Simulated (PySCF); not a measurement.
# SMILES C1=CC(=CC#C)C=C1, C₈H₆

Molfile (atoms numbered from 1):
```
C8H6
     RDKit          3D

 14 14  0  0  0  0  0  0  0  0999 V2000
    3.4576    0.4044    0.8261 C   0  0  0  0  0  0  0  0  0  0  0  0
    2.4499   -0.2129    0.5420 C   0  0  0  0  0  0  0  0  0  0  0  0
    1.2965   -0.9596    0.2083 C   0  0  0  0  0  0  0  0  0  0  0  0
    0.0408   -0.4487    0.1253 C   0  0  0  0  0  0  0  0  0  0  0  0
   -0.3757    0.9365    0.3554 C   0  0  0  0  0  0  0  0  0  0  0  0
   -1.7164    0.9945    0.1641 C   0  0  0  0  0  0  0  0  0  0  0  0
   -2.2095   -0.3437   -0.1945 C   0  0  0  0  0  0  0  0  0  0  0  0
   -1.1649   -1.2071   -0.2187 C   0  0  0  0  0  0  0  0  0  0  0  0
    4.3452    0.9555    1.0777 H   0  0  0  0  0  0  0  0  0  0  0  0
    1.4449   -2.0265    0.0048 H   0  0  0  0  0  0  0  0  0  0  0  0
    0.2988    1.7462    0.6294 H   0  0  0  0  0  0  0  0  0  0  0  0
   -2.3438    1.8822    0.2568 H   0  0  0  0  0  0  0  0  0  0  0  0
   -3.2525   -0.5850   -0.4039 H   0  0  0  0  0  0  0  0  0  0  0  0
   -1.1848   -2.2722   -0.4473 H   0  0  0  0  0  0  0  0  0  0  0  0
  1  2  3  0
  2  3  1  0
  3  4  2  3
  4  5  1  0
  5  6  2  0
  6  7  1  0
  7  8  2  0
  8  4  1  0
  1  9  1  0
  3 10  1  0
  5 11  1  0
  6 12  1  0
  7 13  1  0
  8 14  1  0
M  END
```

Computed with quadratic response CAM-B3LYP/aug-cc-pVDZ first hyperpolarisability, Taylor convention, gas phase (PySCF). Geometry: PBE0-D3(BJ)/def2-SVP.

Problem. Give the tensor of the static β(0;0,0) in the axes of these coordinates.

Solution. In au, Taylor convention; rows are the first index (the induced dipole):
```
       xx     yy     zz     xy     xz     yz
x  +297.8  +53.1  +28.7  +13.7  +42.0   +9.9
y   +13.7  +10.1   -2.2  +53.1   +9.9  +12.8
z   +42.0  +12.8   +7.6   +9.9  +28.7   -2.2
```
Norm of βᵢ = ⅓ Σⱼ (βᵢⱼⱼ + βⱼᵢⱼ + βⱼⱼᵢ): 385.3 au, hyper-Rayleigh value 146.6 au.
